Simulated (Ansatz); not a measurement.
`N=C(N)O[SiH3]`. Charge 0, multiplicity 1. All single points use the PBE0-D4/def2-TZVP geometry. It is one conformer, not always the lowest.

```xyz
11

N     0.874    0.564   -1.279
C    -0.169   -0.034   -0.874
N    -1.125   -0.479   -1.737
O    -0.534   -0.299    0.406
Si    0.343    0.175    1.738
H     1.470    0.893   -0.528
H    -1.739   -1.201   -1.406
H    -0.851   -0.514   -2.702
H     1.700   -0.426    1.708
H     0.462    1.653    1.783
H    -0.431   -0.331    2.891
```

Q: What is the dipole moment at PBE/def2-TZVPP? (Best estimate.)

A: Ansatz gave: 1.98 D, with components (-1.02, -1.38, 1.00) D in this frame, pointing from negative to positive charge.

Q: And with r2SCAN, B3LYP, ωB97M-V? (Estimate.)

A: The calculation gave: r2SCAN 2.04 D, B3LYP 2.03 D, ωB97M-V 2.05 D.

Q: Give the Mulliken charges with PBE, B3LYP, ωB97M-V in def2-TZVPP. (An estimate is asked.)

A: Computed: 
```json
{"atom": "N1", "PBE": "-0.32", "B3LYP": "-0.34", "ωB97M-V": "-0.34"}
{"atom": "C2", "PBE": "0.21", "B3LYP": "0.29", "ωB97M-V": "0.32"}
{"atom": "N3", "PBE": "-0.27", "B3LYP": "-0.28", "ωB97M-V": "-0.24"}
{"atom": "O4", "PBE": "-0.29", "B3LYP": "-0.36", "ωB97M-V": "-0.36"}
{"atom": "Si5", "PBE": "0.31", "B3LYP": "0.38", "ωB97M-V": "0.26"}
{"atom": "H6", "PBE": "0.13", "B3LYP": "0.12", "ωB97M-V": "0.11"}
{"atom": "H7", "PBE": "0.17", "B3LYP": "0.16", "ωB97M-V": "0.14"}
{"atom": "H8", "PBE": "0.19", "B3LYP": "0.18", "ωB97M-V": "0.15"}
{"atom": "H9", "PBE": "-0.04", "B3LYP": "-0.05", "ωB97M-V": "-0.01"}
{"atom": "H10", "PBE": "-0.04", "B3LYP": "-0.05", "ωB97M-V": "-0.01"}
{"atom": "H11", "PBE": "-0.05", "B3LYP": "-0.06", "ωB97M-V": "-0.02"}
```

B3LYP here is the variant with VWN-RPA as its local correlation; programs differ in this.
